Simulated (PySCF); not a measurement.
**Electronic structure of Si⁺ (silicon, charge +1) at the r2SCAN level**

Configuration: [Ne] 3s2 3p1, 2P determinant. All numbers are calculated (PySCF 2.14, no relativity, point nucleus, in def2-SVP (4s3p1d, 18 functions)).

- Total energy: -288.9385 hartree
- One-electron energy: -395.6632 hartree
- Hartree (Coulomb) energy: 127.2334 hartree
- Exchange-correlation energy: -20.5087 hartree
- Kinetic energy: 288.19618 hartree
- ⟨S²⟩: 0.7574
- ⟨L²⟩: 2.023
- Sum of ⟨r⟩: 11.22 bohr
- Sum of ⟨r²⟩: 20.22 bohr²
- Traceless quadrupole moment −½Σ⟨3z² − r²⟩ along its main axis: -2.81 e·bohr²
- Density at the nucleus (Gaussians lack the cusp): 1600 bohr⁻³
- Spin density at the nucleus: 0.0122 bohr⁻³
- Langevin diamagnetic susceptibility: -16.0 ×10⁻⁶ cm³/mol
- Time after the integrals: 0.14 s of wall time on 1 thread of Neoverse-V2 (shared host)

```tsv
shell	electrons	mean orbital energy (hartree)	spread (hartree)	rms radius, mean of both spins (bohr)
1s α	1	-66.22113	0	0.130
1s β	1	-66.21677	0	0.130
2s α	1	-5.60181	0	0.619
2s β	1	-5.59884	0	0.619
2p α	3	-3.94803	0.00757	0.603
2p β	3	-3.94251	0.01654	0.603
3s α	1	-0.71658	0	2.24
3s β	1	-0.67955	0	2.24
3p α	1	-0.46273	0	2.69
```
